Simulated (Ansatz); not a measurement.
Input file for Ansatz (an electronic-structure program): U-B3LYP/def2-TZVPP on CdH2O (SMILES [OH][CdH]), a point of a bond scan (R = 1.973 Å). Elements past Kr take the def2 small-core potentials; no spin–orbit coupling.

Ansatz 0.2 input:
```yaml
crystal:
  periodic: [false, false, false]
  atoms:
    - {symbol: Cd, position_ang: [-0.26732703, -0.09913817, -0.03051427]}
    - {symbol: H, position_ang: [-2.09188178, -0.81894646, -0.24183800]}
    - {symbol: O, position_ang: [1.61160576, 0.50063274, 0.17708425]}
    - {symbol: H, position_ang: [1.72664054, 1.45254853, 0.25462809]}
basis:
  gaussian:
    orbitals: def2-TZVPP
hamiltonian:
  xc: {name: B3LYP}
magnetization: {spin_polarized: true, initial_magnetization: 0}
```

The head of its log:

```
WARN ansatz: RAYON_NUM_THREADS=1 ignored (pool sized by the plan → 1); use --threads N
Functional definition: B3LYP
integrals: 0.03 GiB planned
671 factors; their error is unknown
mean field: 0.39 GiB planned
mean field evaluation 1: about -6638.9427 eV, gradient 4.7e1 eV
mean field evaluation 2: about -6539.2230 eV, gradient 1.3e2 eV
```

Problem. What total energy does the run end on?

Solution. -244.2622 hartree.
